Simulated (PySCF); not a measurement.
SMILES C[Si](C)(C)c1ccc(C=O)s1 (C8H12OSSi), singlet (GFN2-xTB optimised geometry):

```
23

C     -3.250    -1.577     1.496
Si    -2.095    -1.775    -0.005
C     -3.082    -1.708    -1.634
C     -1.073    -3.377     0.114
C     -0.900    -0.306     0.000
C      0.474    -0.306     0.000
C      1.037     0.972     0.000
C      0.089     1.972     0.000
C      0.305     3.395     0.001
O     -0.554     4.245     0.004
S     -1.513     1.302     0.000
H     -2.696    -1.588     2.430
H     -3.982    -2.378     1.539
H     -3.791    -0.637     1.447
H     -3.607    -0.763    -1.731
H     -2.433    -1.813    -2.498
H     -3.821    -2.502    -1.679
H     -1.724    -4.245     0.124
H     -0.478    -3.406     1.022
H     -0.399    -3.485    -0.729
H      1.051    -1.213     0.001
H      2.095     1.169     0.000
H      1.382     3.665     0.001
```

Calculation: PBE0/def2-SVP (PySCF).

### Question
What are the frontier orbital energies and the dipole moment?

### Answer
HOMO-2 -7.61 eV, HOMO-1 -7.34 eV, HOMO -7.14 eV, LUMO -1.89 eV, LUMO+1 0.57 eV; dipole moment 4.30 D.

Meta-Löwdin charges at PBE0/def2-SVP: C1 -0.55, Si2 0.88, C3 -0.55, C4 -0.55, C5 -0.32, C6 -0.13, C7 -0.11, C8 -0.16, C9 0.25, O10 -0.39, S11 0.28, H12 0.12, H13 0.11, H14 0.12, H15 0.12, H16 0.12, H17 0.11, H18 0.12, H19 0.12, H20 0.12, H21 0.12, H22 0.12, H23 0.06.
